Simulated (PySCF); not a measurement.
(E)-2-fluorobut-2-ene (C4H7F), SMILES C/C=C(\C)F.

The structure is a stationary point at ωB97X-D3(BJ)/def2-SVP.

Two levels are set side by side: TDDFT-PBE/def2-SVPD (PySCF) and TDDFT-CAM-B3LYP/def2-SVPD (PySCF). Vertical, same geometry. The lowest singlet is HOMO→LUMO+1 100 % with PBE and HOMO→LUMO 92 % with the other functional; states are paired by order. Differences are taken from unrounded values.

| quantity | TDDFT-CAM-B3LYP | TDDFT-PBE | TDDFT-PBE minus TDDFT-CAM-B3LYP |
|---|---|---|---|
| lowest singlet excitation (eV) | 6.67 | 5.80 | -0.88 |
| lowest triplet excitation (TDA) (eV) | 4.33 | 4.39 | 0.06 |
| first bright state (f over 0.05) (eV) | 7.28 | 6.90 | -0.38 |
| its oscillator strength | 0.46 | 0.39 | -0.07 |

Functionals without exact exchange tend to place singlet excitations lower, as here. Differences between two approximate levels are no errors against the true value.

Rough cost on one machine, each run with all the roots and properties that it gave: TDDFT-CAM-B3LYP against TDDFT-PBE about 7 times.
